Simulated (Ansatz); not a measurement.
Relaxation of a periodic cell of 33 atoms, Al₃₂H (host Al, host structure fcc, interstitial H), to a largest force component of 0.03 eV/Å in at most 60 steps.

The calculation used DFT PBE-D3(BJ), scalar-relativistic, plane waves, PAW in Ansatz. Settings: cutoff 420 eV, k mesh 3x3x3, gaussian smearing 0.15 eV, no spin polarisation.

```xyz
33
Lattice="8.1000 0.0000 0.0000 0.0000 8.1000 0.0000 0.0000 0.0000 8.1000" Properties=species:S:1:pos:R:3
Al 4.050 0.000 0.000
Al 6.075 2.025 0.000
Al 6.075 0.000 2.025
Al 0.000 0.000 0.000
Al 2.025 2.025 0.000
Al 4.050 4.050 0.000
Al 6.075 6.075 0.000
Al 2.025 0.000 2.025
Al 4.050 2.025 2.025
Al 6.075 4.050 2.025
Al 4.050 0.000 4.050
Al 6.075 2.025 4.050
Al 6.075 0.000 6.075
Al 0.000 4.050 0.000
Al 2.025 6.075 0.000
Al 0.000 2.025 2.025
Al 2.025 4.050 2.025
Al 4.050 6.075 2.025
Al 0.000 0.000 4.050
Al 2.025 2.025 4.050
Al 4.050 4.050 4.050
Al 6.075 6.075 4.050
Al 2.025 0.000 6.075
Al 4.050 2.025 6.075
Al 6.075 4.050 6.075
Al 0.000 6.075 2.025
Al 0.000 4.050 4.050
Al 2.025 6.075 4.050
Al 0.000 2.025 6.075
Al 2.025 4.050 6.075
Al 4.050 6.075 6.075
Al 0.000 6.075 6.075
H 3.038 0.952 7.066
```

**Question.** Where does it end, and by what steps?

**Answer.** The run converged. Limits of this set-up: coarse k mesh, odd electron count without spin, a small cell, in which the defect meets its images. After 3 steps the energy has fallen by 0.320 eV; Al23 moved furthest, 0.13 Å.

| step | energy less start (eV) | largest force component (eV/Å) | accepted |
| --- | --- | --- | --- |
| 0 | 0.0000 | 0.871 | yes |
| 1 | -0.3002 | 0.199 | yes |
| 2 | -0.3184 | 0.078 | yes |
| 3 | -0.3198 | 0.003 | yes |

```xyz
33
Lattice="8.1000 0.0000 0.0000 0.0000 8.1000 0.0000 0.0000 0.0000 8.1000" Properties=species:S:1:pos:R:3
Al 4.124 -0.076 0.074
Al 6.068 2.019 -0.005
Al 6.094 -0.007 2.043
Al 0.007 0.003 -0.005
Al 1.952 2.097 0.073
Al 4.046 4.041 -0.005
Al 6.094 6.054 0.005
Al 2.030 0.003 2.017
Al 4.046 2.019 2.017
Al 6.075 4.048 2.024
Al 4.045 0.003 4.057
Al 6.094 2.029 4.031
Al 6.068 0.003 6.079
Al -0.019 4.067 0.005
Al 2.030 6.080 -0.005
Al -0.019 2.029 2.043
Al 2.020 4.067 2.043
Al 4.055 6.054 2.043
Al -0.019 -0.007 4.030
Al 2.030 2.019 4.056
Al 4.055 4.067 4.031
Al 6.075 6.073 4.050
Al 1.950 -0.076 6.000
Al 4.124 2.097 6.001
Al 6.094 4.067 6.069
Al 0.000 6.073 2.024
Al 0.000 4.048 4.049
Al 2.020 6.054 4.030
Al 0.007 2.019 6.079
Al 2.029 4.041 6.079
Al 4.045 6.081 6.079
Al -0.019 6.054 6.069
H 3.037 1.009 7.086
```

Run time: 25 s on 4 threads of Intel(R) Xeon(R) Platinum 8375C CPU @ 2.90GHz (Ice Lake), with other jobs on the host, peak memory 1.5 GiB.
